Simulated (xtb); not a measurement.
xtb input for C2F3O2, SMILES [O]C(=O)C(F)(F)F (connectivity only; charge and spin as stated), charge -1, multiplicity 1, GFN2-xTB. 

```
$ xtb mol.xyz --gfn 2 --ohess tight --chrg -1 --uhf 0 --json
$ cat mol.xyz
7

O      1.38230000    -1.27440000     0.18350000
C      1.04220000    -0.09340000    -0.01080000
O      1.67180000     0.98290000    -0.13980000
C     -0.64020000     0.04110000     0.04250000
F     -1.15760000    -0.38450000     1.11200000
F     -1.04970000     1.35310000    -0.14400000
F     -1.18200000    -0.63610000    -1.00710000
```

Log of the run:

```
[banner left out]
          |                Calculation Setup                |
           -------------------------------------------------



           -------------------------------------------------
          |                 G F N 2 - x T B                 |
           -------------------------------------------------

        Reference                      10.1021/acs.jctc.8b01176
      * Hamiltonian:
        H0-scaling (s, p, d)           1.850000    2.230000    2.230000
        zeta-weighting                 0.500000
      * Dispersion:
        s8                             2.700000
        a1                             0.520000
        a2                             5.000000
        s9                             5.000000
      * Repulsion:
        kExp                           1.500000    1.000000
        rExp                           1.000000
      * Coulomb:
        alpha                          2.000000
        third order                    shell-resolved
        anisotropic                    true
        a3                             3.000000
        a5                             4.000000
        cn-shift                       1.200000
        cn-exp                         4.000000
        max-rad                        5.000000


          ...................................................
          :                      SETUP                      :
          :.................................................:
          :  # basis functions                  28          :
          :  # atomic orbitals                  28          :
          :  # shells                           14          :
          :  # electrons                        42          :
          :  max. iterations                   250          :
          :  Hamiltonian                  GFN2-xTB          :
          :  restarted?                      false          :
          :  GBSA solvation                  false          :
          :  PC potential                    false          :
          :  electronic temp.          300.0000000     K    :
          :  accuracy                    1.0000000          :
          :  -> integral cutoff          0.2500000E+02      :
          :  -> integral neglect         0.1000000E-07      :
          :  -> SCF convergence          0.1000000E-05 Eh   :
          :  -> wf. convergence          0.1000000E-03 e    :
          :  Broyden damping             0.4000000          :
          :  net charge                         -1          :
          :  unpaired electrons                  0          :
          ...................................................

 iter      E             dE          RMSdq      gap      omega  full diag
   1    -26.8877203 -0.268877E+02  0.684E+00    4.41       0.0  T
   2    -26.9598006 -0.720803E-01  0.330E+00    4.73       1.0  T
   3    -26.9633720 -0.357135E-02  0.182E+00    4.90       1.0  T
   4    -26.9643942 -0.102220E-02  0.318E-01    4.95       1.0  T
   5    -26.9644778 -0.835908E-04  0.141E-01    4.97       1.0  T
   6    -26.9645835 -0.105777E-03  0.311E-02    4.94       1.2  T
   7    -26.9645869 -0.332730E-05  0.130E-02    4.93       2.9  T
   8    -26.9645873 -0.463368E-06  0.344E-03    4.93      11.0  T
   9    -26.9645874 -0.636647E-07  0.555E-04    4.93      68.1  T
  10    -26.9645874 -0.105940E-08  0.140E-04    4.93     269.6  T

   *** convergence criteria satisfied after 10 iterations ***

         #    Occupation            Energy/Eh            Energy/eV
      -------------------------------------------------------------
         1        2.0000           -0.7295279             -19.8515
       ...           ...                  ...                  ...
        15        2.0000           -0.3594163              -9.7802
        16        2.0000           -0.3578747              -9.7383
        17        2.0000           -0.3499656              -9.5230
        18        2.0000           -0.3396868              -9.2433
        19        2.0000           -0.2482459              -6.7551
        20        2.0000           -0.2381990              -6.4817
        21        2.0000           -0.2174988              -5.9184 (HOMO)
        22                         -0.0363041              -0.9879 (LUMO)
        23                          0.1291010               3.5130
        24                          0.1891545               5.1472
        25                          0.2473194               6.7299
        26                          0.4330089              11.7828
       ...                                ...                  ...
        28                          0.8165153              22.2185
      -------------------------------------------------------------
                  HL-Gap            0.1811947 Eh            4.9306 eV
             Fermi-level           -0.1269014 Eh           -3.4532 eV

 SCC (total)                   0 d,  0 h,  0 min,  0.009 sec
[...]

 Mol. C6AA /au·bohr⁶  :        831.874249
 Mol. C8AA /au·bohr⁸  :      17890.854806
 Mol. α(0) /au        :         39.743334


Wiberg/Mayer (AO) data.
largest (>0.10) Wiberg bond orders for each atom

 ---------------------------------------------------------------------------
     #   Z sym  total        # sym  WBO       # sym  WBO       # sym  WBO
 ---------------------------------------------------------------------------
     1   8 O    1.939 --     2 C    1.587     3 O    0.260
     2   6 C    3.951 --     3 O    1.590     1 O    1.587     4 C    0.724
     3   8 O    1.941 --     2 C    1.590     1 O    0.260
     4   6 C    3.666 --     6 F    0.935     5 F    0.930     7 F    0.929
                             2 C    0.724
     5   9 F    1.040 --     4 C    0.930
     6   9 F    1.046 --     4 C    0.935
     7   9 F    1.039 --     4 C    0.929
 ---------------------------------------------------------------------------

Topologies differ in total number of bonds
Writing topology from bond orders to xtbtopo.mol

molecular dipole:
                 x           y           z       tot (Debye)
 q only:       -1.137       0.139      -0.017
   full:       -1.346       0.156      -0.018       3.444
molecular quadrupole (traceless):
                xx          xy          yy          xz          yz          zz
 q only:       -5.634       0.437      -0.554       0.018       1.008       6.188
  q+dip:       -4.888       0.234      -2.106       0.052       1.362       6.994
   full:       -5.655       0.289      -2.184       0.057       1.500       7.839

           -------------------------------------------------
          |                Geometry Summary                 |
           -------------------------------------------------

      molecular mass/u    :      113.0154911
   center of mass at/Å    :       -0.0970877       0.0080655       0.0045487
  moments of inertia/u·Å² :        0.1288175E+03   0.2094394E+03   0.2496569E+03
rotational constants/cm⁻¹ :        0.1308644E+00   0.8048930E-01   0.6752319E-01

 * 5 selected distances

     #   Z          #   Z                                           value/Å
     1   8 O        2   6 C                                       1.2192481
     2   6 C        3   8 O                                       1.2185594 (min)
     4   6 C        5   9 F                                       1.3595845
     4   6 C        6   9 F                                       1.3559866
     4   6 C        7   9 F                                       1.3600729 (max)

 * 2 distinct bonds (by element types)

   Z      Z             #   av. dist./Å        max./Å        min./Å
   6 C    8 O           2     1.2189038     1.2192481     1.2185594
   6 C    9 F           3     1.3585480     1.3600729     1.3559866

           -------------------------------------------------
          |               Frequency Printout                |
           -------------------------------------------------
 projected vibrational frequencies (cm⁻¹)
eigval :       -0.00    -0.00    -0.00     0.00     0.00     0.00
Molecule has no symmetry elements
It seems to be the C1 point group
eigval :       12.01   158.85   187.58   303.72   399.01   452.71
eigval :      530.54   622.27   692.34   714.80  1010.95  1040.57
eigval :     1120.81  1297.15  1915.55
 reduced masses (amu)
   1: 18.12   2: 16.38   3: 17.82   4: 16.01   5: 16.49   6: 17.37   7: 16.94   8: 17.68
   9: 17.96  10: 16.53  11: 17.67  12: 18.34  13: 17.29  14: 17.67  15: 14.13  16: 13.08
  17: 13.80  18: 13.52  19: 13.99  20: 15.04  21: 13.22
 IR intensities (km·mol⁻¹)
   1:  1.32   2:  6.31   3:  2.58   4:  9.12   5:  8.83   6:  3.43   7:  0.04   8:  2.27
   9:  9.47  10: 21.70  11:  6.50  12: 15.23  13:  0.04  14:  1.43  15:270.41  16: 71.01
  17:288.71  18:261.37  19: 44.25  20:291.99  21:747.43
 Raman intensities (Ä⁴*amu⁻¹)
   1:  0.00   2:  0.00   3:  0.00   4:  0.00   5:  0.00   6:  0.00   7:  0.00   8:  0.00
   9:  0.00  10:  0.00  11:  0.00  12:  0.00  13:  0.00  14:  0.00  15:  0.00  16:  0.00
  17:  0.00  18:  0.00  19:  0.00  20:  0.00  21:  0.00
 output can be read by thermo (or use thermo option).
 writing <g98.out> molden fake output.
 recommended (thermochemical) frequency scaling factor: 1.0
           -------------------------------------------------
          |             Thermodynamic Functions             |
           -------------------------------------------------

c1  symmetry found (for desy threshold:  0.10E+00) used in thermo

          ...................................................
          :                      SETUP                      :
          :.................................................:
          :  # frequencies                          15      :
          :  # imaginary freq.                       0      :
          :  linear?                             false      :
          :  only rotor calc.                    false      :
          :  symmetry                               c1      :
          :  rotational number                       1      :
          :  scaling factor                  1.0000000      :
          :  rotor cutoff                   50.0000000 cm⁻¹ :
          :  imag. cutoff                  -20.0000000 cm⁻¹ :
          :.................................................:

    mode    ω/cm⁻¹     T·S(HO)/kcal·mol⁻¹    T·S(FR)/kcal·mol⁻¹   T·S(vib)
   ------------------------------------------------------------------------
       1     12.01    -2.27991 (  0.33%)    -1.47692 ( 99.67%)    -1.47958
       2    158.85    -0.76428 ( 99.03%)    -0.71395 (  0.97%)    -0.76379
       3    187.58    -0.67130 ( 99.50%)    -0.66472 (  0.50%)    -0.67127
   ------------------------------------------------------------------------

   temp. (K)  partition function   enthalpy   heat capacity  entropy
                                   cal/mol     cal/K/mol   cal/K/mol   J/K/mol
 298.15  VIB   119.                 2377.132     14.168     14.786
         ROT  0.198E+06              888.752      2.981     27.220
         INT  0.236E+08             3265.884     17.149     42.006
         TR   0.116E+28             1481.254      4.968     40.065
         TOT                        4747.1378    22.1172    82.0706   343.3834

       T/K    H(0)-H(T)+PV         H(T)/Eh          T*S/Eh         G(T)/Eh
   ------------------------------------------------------------------------
    298.15    0.756505E-02    0.313921E-01    0.389944E-01   -0.760228E-02
   ------------------------------------------------------------------------

         :::::::::::::::::::::::::::::::::::::::::::::::::::::
         ::                  THERMODYNAMIC                  ::
         :::::::::::::::::::::::::::::::::::::::::::::::::::::
         :: total free energy         -26.887629448071 Eh   ::
         ::.................................................::
         :: total energy              -26.880027166622 Eh   ::
         :: zero point energy           0.023827069119 Eh   ::
         :: G(RRHO) w/o ZPVE           -0.031429350568 Eh   ::
         :: G(RRHO) contrib.           -0.007602281449 Eh   ::
         :::::::::::::::::::::::::::::::::::::::::::::::::::::

optimized geometry written to: xtbopt.xyz
Note: The following floating-point exceptions are signalling: IEEE_DENORMAL
normal termination of xtb


           -------------------------------------------------
          | TOTAL ENERGY              -26.880027166622 Eh   |
          | TOTAL ENTHALPY            -26.848635051893 Eh   |
          | TOTAL FREE ENERGY         -26.887629448071 Eh   |
          | GRADIENT NORM               0.000180706303 Eh/α |
          | HOMO-LUMO GAP               5.301002959024 eV   |
           -------------------------------------------------

------------------------------------------------------------------------
------------------------------------------------------------------------
 total:
 SCF:
 ANC optimizer:
 analytical hessian:
```

The run converged.
